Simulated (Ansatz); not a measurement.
Energy profile

The step: BHF₂ ([F][BH][F]) + H₂O + HF → BHOF₂ ([OH][B]([F])[F]) + HF + H₂; bonds formed: H2–H7, H5–F8; dative contacts that become bonds: B1–O6; bonds broken: B1–H2, H5–O6, H7–F8 (atoms numbered as in the saddle structure below).

```csv
atom,x (Å),y (Å),z (Å)
B1,-0.3240,-0.7891,0.0793
H2,-1.1828,0.2774,0.3865
F3,-0.9383,-1.4071,-0.9361
F4,-0.2084,-1.4472,1.2505
H5,0.7255,0.9592,-0.4462
O6,0.9822,-0.1826,-0.3334
H7,-0.7499,1.0438,0.0583
F8,0.0313,1.8921,-0.3855
H9,1.6642,-0.3464,0.3268
```

Electronic energies by CCSD(T) at an estimated basis limit (MP2 extrapolated from triple and quadruple zeta, plus CCSD(T) − MP2 in triple zeta), on PBE0-D4/def2-TZVP structures; BH4OF3, closed shell; no counterpoise correction. Ansatz 0.2.0; basis: def2-TZVPP and def2-QZVPP; cores frozen in the correlated methods. Extrapolation: Hartree–Fock as exp(−7.88 √X), correlation as X^−2.97.

**Question.** Give the profile in kcal/mol, counted from the separated reactants. (To be estimated.)

**Answer.** Computed:
```
                                                                                                                  point  kcal/mol
     separated: BHF2 (linked as [F][BH][F]; B1, H2, F3, F4; singlet) + H2O (H5, O6, H9; singlet) + HF (H7, F8; singlet)      0.00
                                                                                                        start structure    -12.49
                                                                                                                 saddle      6.78
                                                                                                          end structure    -31.04
separated: BHOF2 (linked as [OH][B]([F])[F]; B1, F3, F4, O6, H9; singlet) + H2 (H2, H7; singlet) + HF (H5, F8; singlet)    -24.65
```

T1 diagnostic: at most 0.014.

For scale, one of the runs: CCSD(T)/def2-TZVPP, 211 basis functions (an equivalent command: `ansatz run in.yaml --threads 4`). Time: 110 s of wall clock on 4 CPU threads; the host was shared. Peak host memory: 3.4 GiB.
